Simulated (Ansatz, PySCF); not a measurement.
N-methyl-N-silylmethanamine (C2H9NSi), SMILES CN(C)[SiH3]. Atoms are numbered in the order given.

```xyz
13

C     -1.1518     0.0393    -1.2117
N     -0.3846    -0.1570     0.0000
C     -1.1518     0.0393     1.2117
Si     1.3461     0.0004     0.0000
H     -2.0297    -0.6348    -1.2290
H     -1.5338     1.0769    -1.3224
H     -0.5412    -0.1893    -2.0994
H     -2.0297    -0.6348     1.2290
H     -0.5412    -0.1893     2.0994
H     -1.5338     1.0769     1.3224
H      1.8756     1.4102     0.0000
H      1.8678    -0.6648     1.2313
H      1.8678    -0.6648    -1.2313
```

The structure is a stationary point at r2SCAN-D4/def2-SVP.

Two levels are set side by side: PBE-D3(BJ)/def2-SVP (Ansatz, an electronic-structure program) and r2SCAN-D4/def2-SVP (Ansatz). Each level has its own optimised geometry; the coordinates shown are those of the second. Frequencies come from the Hessian of PySCF at each geometry. Differences are taken from unrounded values.

```tsv
quantity	r2SCAN-D4	PBE-D3(BJ)	PBE-D3(BJ) minus r2SCAN-D4
mean bond length (Å)	1.314	1.322	0.008
bond C1–N2 (Å)	1.448	1.450	0.002
bond N2–C3 (Å)	1.448	1.450	0.002
bond N2–Si4 (Å)	1.738	1.750	0.012
bond C1–H5 (Å)	1.107	1.115	0.008
bond C1–H6 (Å)	1.111	1.119	0.008
bond C1–H7 (Å)	1.101	1.109	0.008
bond C3–H8 (Å)	1.107	1.115	0.008
bond C3–H9 (Å)	1.101	1.109	0.008
bond C3–H10 (Å)	1.111	1.119	0.008
bond Si4–H11 (Å)	1.506	1.517	0.011
bond Si4–H12 (Å)	1.494	1.505	0.011
bond Si4–H13 (Å)	1.494	1.505	0.011
highest harmonic wavenumber (cm⁻¹)	3115	3043	-72
mean harmonic wavenumber (cm⁻¹)	1418	1380	-38
zero-point energy (kcal/mol)	66.88	65.09	-1.80
```
